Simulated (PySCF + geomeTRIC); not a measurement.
Method: PySCF + geomeTRIC with B3LYP-D3(BJ)/def2-TZVP. fastk is a local helper that only speeds up exchange builds. No frequencies were computed at this level.

```python
import json, numpy as np
from pyscf import gto, dft
from fastk import lowrank_exchange
atoms = """
N     -1.724981    -0.928055     0.674003
In     0.001920    -0.006587     0.043693
N     -0.010587     2.032246    -0.234846
N      1.790756    -1.012748    -0.081133
H     -1.767466    -1.904942     0.400496
H     -2.541020    -0.476159     0.272597
H     -0.699550     2.462496     0.375729
H      0.889456     2.425205     0.025991
H      2.389630    -0.601254    -0.790536
H      1.671842    -1.990201    -0.328892
"""
def scf(charge, spin, dm0=None):
    mol = gto.M(atom=atoms, basis='def2-tzvp', ecp={'In': 'def2-tzvp'}, charge=charge, spin=spin, verbose=3, max_memory=5040)
    mf = dft.KS(mol, xc='b3lyp').density_fit(auxbasis="def2-universal-jkfit")
    mf.disp = 'd3bj'
    mf.grids.level = 3
    mf.conv_tol = 1e-8
    mf.max_cycle = 60
    mf.kernel(dm0)
    if not mf.converged:
        mf = mf.newton().run(mf.mo_coeff, mf.mo_occ).undo_soscf()
    return mf
mf = scf(0, 0)
from pyscf.geomopt.geometric_solver import kernel as optimize
path = []
done, mol = optimize(mf, maxsteps=80, assert_convergence=False, callback=lambda env: path.append((env["energy"], bool(env["g_scanner"].converged))))
res = dict(converged=bool(done and path[-1][1]), energy=path[-1][0], path=[e for e, c in path], xyz=mol.atom_coords(unit="Angstrom").tolist(), nao=mol.nao)
json.dump(res, open("result.json", "w"))
```

Output:

```
converged SCF energy = -358.174568291703
Geometry optimization cycle 1
converged SCF energy = -358.174568291269
cycle 1: E = -358.174568291  dE = -358.175  norm(grad) = 0.00977361
Geometry optimization cycle 2
converged SCF energy = -358.175149524269
cycle 2: E = -358.175149524  dE = -0.000581233  norm(grad) = 0.00801405
Geometry optimization cycle 3
converged SCF energy = -358.175750463369
cycle 3: E = -358.175750463  dE = -0.000600939  norm(grad) = 0.00248213
Geometry optimization cycle 4
converged SCF energy = -358.175818920707
cycle 4: E = -358.175818921  dE = -6.84573e-05  norm(grad) = 0.0010221
Geometry optimization cycle 5
converged SCF energy = -358.175827646925
cycle 5: E = -358.175827647  dE = -8.72622e-06  norm(grad) = 0.000637792
Geometry optimization cycle 6
converged SCF energy = -358.175830995892
cycle 6: E = -358.175830996  dE = -3.34897e-06  norm(grad) = 0.000369792
Geometry optimization cycle 7
converged SCF energy = -358.175833231834
cycle 7: E = -358.175833232  dE = -2.23594e-06  norm(grad) = 0.000351199
Geometry optimization cycle 8
converged SCF energy = -358.175834395253
cycle 8: E = -358.175834395  dE = -1.16342e-06  norm(grad) = 0.000253398
Geometry optimization cycle 9
converged SCF energy = -358.175834733967
cycle 9: E = -358.175834734  dE = -3.38714e-07  norm(grad) = 0.000111471
Geometry optimization cycle 10
converged SCF energy = -358.175834812582
cycle 10: E = -358.175834813  dE = -7.86154e-08  norm(grad) = 6.84471e-05
<class 'geometric.internal.Distance'> : 9
<class 'geometric.internal.Angle'> : 11
<class 'geometric.internal.OutOfPlane'> : 1
<class 'geometric.internal.Dihedral'> : 12
<class 'geometric.internal.TranslationX'> : 1
<class 'geometric.internal.TranslationY'> : 1
<class 'geometric.internal.TranslationZ'> : 1
<class 'geometric.internal.RotationA'> : 1
<class 'geometric.internal.RotationB'> : 1
<class 'geometric.internal.RotationC'> : 1
Step    0 : Gradient = 3.091e-03/4.898e-03 (rms/max) Energy = -358.1745682913
Step    1 : Displace = 2.273e-02/3.383e-02 (rms/max) Trust = 1.000e-01 (=) Grad = 2.534e-03/4.782e-03 (rms/max) E (change) = -358.1751495243 (-5.812e-04) Quality = 1.482
Step    2 : Displace = 3.261e-02/5.233e-02 (rms/max) Trust = 1.414e-01 (+) Grad = 7.849e-04/1.425e-03 (rms/max) E (change) = -358.1757504634 (-6.009e-04) Quality = 1.243
Step    3 : Displace = 1.311e-02/2.191e-02 (rms/max) Trust = 2.000e-01 (+) Grad = 3.232e-04/5.232e-04 (rms/max) E (change) = -358.1758189207 (-6.846e-05) Quality = 1.206
Step    4 : Displace = 5.361e-03/9.082e-03 (rms/max) Trust = 2.828e-01 (+) Grad = 2.017e-04/3.535e-04 (rms/max) E (change) = -358.1758276469 (-8.726e-06) Quality = 1.324
Step    5 : Displace = 3.757e-03/6.422e-03 (rms/max) Trust = 3.000e-01 (+) Grad = 1.169e-04/1.925e-04 (rms/max) E (change) = -358.1758309959 (-3.349e-06) Quality = 1.402
Step    6 : Displace = 3.552e-03/5.736e-03 (rms/max) Trust = 3.000e-01 (=) Grad = 1.111e-04/2.462e-04 (rms/max) E (change) = -358.1758332318 (-2.236e-06) Quality = 1.366
Step    7 : Displace = 2.578e-03/3.666e-03 (rms/max) Trust = 3.000e-01 (=) Grad = 8.013e-05/1.581e-04 (rms/max) E (change) = -358.1758343953 (-1.163e-06) Quality = 1.245
Step    8 : Displace = 1.060e-03/1.907e-03 (rms/max) Trust = 3.000e-01 (=) Grad = 3.525e-05/5.552e-05 (rms/max) E (change) = -358.1758347340 (-3.387e-07) Quality = 1.053
Step    9 : Displace = 4.883e-04/8.950e-04 (rms/max) Trust = 3.000e-01 (=) Grad = 2.164e-05/4.433e-05 (rms/max) E (change) = -358.1758348126 (-7.862e-08) Quality = 0.736
Converged! =D
```

Cost: about 4 core-minutes (a rough figure).
